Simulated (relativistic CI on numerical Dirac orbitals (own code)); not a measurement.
**Re⁴⁺: resonant inelastic scattering at the O2,3 edge**

Computed with this model: Dirac-Coulomb-Breit CI, separate exchange-only KLI orbitals for each configuration, model QED (radiative potential, 1s self-energy scaled to tabulated hydrogen-like ionisation energies), valence Slater integrals scaled by 0.9, Kramers-Heisenberg scattering through one core-hole configuration in a parametric crystal field; configurations [Xe] 4f14 5d3 → [Kr] 4d10 4f14 5s2 5p5 5d4; 10 K; core-hole width 1 eV; summed over polarisations. Incident energies are the highest absorption maxima for each field (at most a few, so the weaker spin-orbit partner edge can be absent), on the computed scale of the free ion. Intensities are in per cent of the strongest line above 0.02 eV; levels within 1 cm⁻¹ are merged; final levels count from the ground level, the first row holds all elastic scattering, lines under 0.4 are left out and each table stops after 24 rows. The scale of the Slater integrals is a model choice and moves the terms in proportion.

Field parameters in Wybourne normalisation: D3d B²₀ = −7Dσ, B⁴₀ = −14Dq − 21Dτ, B⁴₃ = −14√(10/7) Dq; D4h B²₀ = −7Ds, B⁴₀ = 21(Dq − Dt), B⁴₄ = 21√(5/14) Dq. The field is a parameter set, without covalency, and values of 10Dq over about 45,000 cm⁻¹ lie beyond real compounds.

S is read from ⟨S²⟩ = S(S + 1).

D3d, 10Dq = 30450, Dσ = -60, Dτ = -80 cm⁻¹:

```tsv
Final level (eV)	Degeneracy	Irrep	S	47.4 eV	58.9 eV	60.8 eV
0.000	4	Γ4+Γ5+Γ6	1.47	1640.0	436.6	451.6
1.718	2	Γ4	0.60	17.9	100.0	36.5
1.775	2	Γ5+Γ6	0.60	17.3	95.7	36.5
1.903	2	Γ5+Γ6	0.54	7.6	14.7	21.1
1.905	2	Γ4	0.53	6.5	9.7	19.3
2.043	2	Γ4	0.54	1.8	82.2	50.3
3.100	2	Γ4	0.70	3.4	41.8	58.3
3.162	2	Γ5+Γ6	0.72	5.8	28.2	41.5
3.217	2	Γ4	0.73	5.8	28.1	42.5
3.729	2	Γ4	1.42	23.2	71.8	23.3
3.835	2	Γ4	1.40	15.9	47.6	78.7
3.848	2	Γ5+Γ6	1.40	14.7	43.1	68.0
3.903	2	Γ4	1.42	1.7	20.7	38.8
3.922	2	Γ5+Γ6	1.42	3.6	26.0	47.5
3.998	2	Γ4	1.47	0.5	21.6	25.2
4.718	2	Γ4	1.34	10.8	5.2	22.1
4.920	2	Γ4	1.41	5.1	26.3	34.9
4.942	2	Γ5+Γ6	1.40	4.4	25.8	39.4
4.992	2	Γ4	1.40	3.7	36.6	24.7
5.060	2	Γ4	1.46	3.3	25.1	50.9
5.072	2	Γ5+Γ6	1.46	4.1	24.4	50.3
5.437	2	Γ4	0.67	9.0	77.3	37.4
5.605	2	Γ5+Γ6	0.63	18.2	16.4	21.4
5.610	2	Γ4	0.64	16.9	21.4	22.6
```

D3d, 10Dq = 60550, Dσ = -20, Dτ = -230 cm⁻¹:

```tsv
Final level (eV)	Degeneracy	Irrep	S	40.7 eV	48.4 eV	52.8 eV
0.000	2	Γ5+Γ6	1.48	450.3	598.5	631.6
0.001	2	Γ4	1.48	64.2	115.8	130.6
1.769	2	Γ4	0.53	4.1	2.9	81.8
1.873	2	Γ5+Γ6	0.52	2.5	4.2	61.9
1.972	2	Γ4	0.51	3.4	4.0	20.9
1.982	2	Γ5+Γ6	0.51	3.1	5.9	27.7
2.060	2	Γ4	0.51	4.1	0.8	100.0
3.297	2	Γ4	0.52	5.1	2.9	9.6
3.367	2	Γ5+Γ6	0.54	1.4	2.9	25.7
3.484	2	Γ4	0.53	1.7	1.4	23.9
7.290	2	Γ4	1.49	2.5	49.9	22.7
7.359	2	Γ4	1.48	1.3	25.1	24.9
7.378	2	Γ5+Γ6	1.48	1.3	17.7	29.6
7.463	2	Γ4	1.48	1.4	17.5	5.6
7.529	2	Γ5+Γ6	1.47	2.1	21.7	8.4
7.607	2	Γ4	1.48	0.5	5.9	4.5
```

D4h, 10Dq = 20700, Ds = 1450, Dt = 1050 cm⁻¹:

```csv
Final level (eV),Degeneracy,Irrep,S,46.6 eV,47.8 eV,51.6 eV
0.000,2,Γ7,1.46,526.3,265.9,253.7
0.060,2,Γ6,1.45,59.7,52.3,100.0
1.152,2,Γ7,1.39,27.1,35.7,83.7
1.199,2,Γ6,1.24,8.5,6.3,52.6
1.459,2,Γ7,1.45,16.6,22.6,55.5
1.526,2,Γ6,1.32,3.6,18.3,30.5
1.745,2,Γ7,0.96,7.9,18.1,54.0
1.799,2,Γ6,0.72,2.4,7.9,5.8
1.864,2,Γ7,0.72,6.2,8.2,11.8
2.061,2,Γ6,0.96,6.1,9.2,54.9
2.240,2,Γ6,0.85,0.8,2.3,16.4
2.330,2,Γ7,1.10,5.6,3.3,23.1
2.455,2,Γ6,1.25,1.9,1.8,48.2
2.646,2,Γ7,1.39,17.4,9.5,16.8
2.786,2,Γ6,1.37,3.7,5.8,5.0
2.986,2,Γ7,0.76,8.0,10.8,23.4
2.998,2,Γ6,0.87,3.1,7.3,7.2
3.167,2,Γ6,1.11,4.2,4.4,10.4
3.174,2,Γ7,0.96,2.3,4.7,9.2
3.321,2,Γ7,0.78,3.6,4.0,9.6
3.367,2,Γ6,0.68,2.9,5.0,7.3
3.416,2,Γ7,0.80,1.9,1.8,10.6
3.484,2,Γ6,1.15,3.2,6.3,5.7
3.616,2,Γ6,1.15,1.1,2.8,10.8
```

For the first field the strongest loss at the lowest incident energy is the level at 3.73 eV (S = 1.42, against 1.47 in the thermal ground state). Levels of other spin, the first over 8 % at 1.72 eV, appear because spin-orbit coupling of the core hole, and in heavier ions of the valence shell too, mixes spins.
